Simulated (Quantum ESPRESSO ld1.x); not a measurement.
The numbers below are computed, except where a source is named.
Task: These are the eigenvalues of the occupied orbitals of an atom or ion with whole-number occupations (hartree). Level of theory: Dirac Kohn-Sham, relativistic LDA (MacDonald-Vosko exchange, VWN5 correlation), spin-unpolarised, spherical densities, point nucleus (ld1.x of Quantum ESPRESSO 7.5).

1s1/2: -493.976
2s1/2: -70.5745
2p1/2: -64.3861
2p3/2: -62.6512
3s1/2: -15.3570
3p1/2: -13.1810
3p3/2: -12.9122
3d3/2: -9.11673
3d5/2: -9.07047

Which element is it, and in what charge state? The configuration may be excited. Open shells, if any, are shared by 2j + 1.

Result: Z = 35, bromine, charge +9: Br9+ in [Ar] 3d8. The list shows which subshells hold electrons but not how many an open one holds; the 1s level, -493.98 hartree, gives Z - s = 31.4 by -(Z - s)^2/2, which with screening and relativity narrows Z to a few neighbours, and the depths of the outer levels then fix element, charge and occupations together.
